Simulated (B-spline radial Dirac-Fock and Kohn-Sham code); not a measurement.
Method: relaxed Dirac-Fock hole states (ΔSCF) with Breit and QED corrections and a finite nucleus. Computed with a B-spline atomic structure program. Free neutral atoms.

Task: Order these X-ray lines by photon energy, lowest first.
A. Cr Kβ1
B. Tb Lβ2
C. Yb Lγ3
D. Ta Lα2
E. Lu Lβ15
F. Au Lγ3

Result: A (5943.7 eV), B (7359.9 eV), D (8087.3 eV), E (9036.5 eV), C (10143.7 eV), F (13810.1 eV).
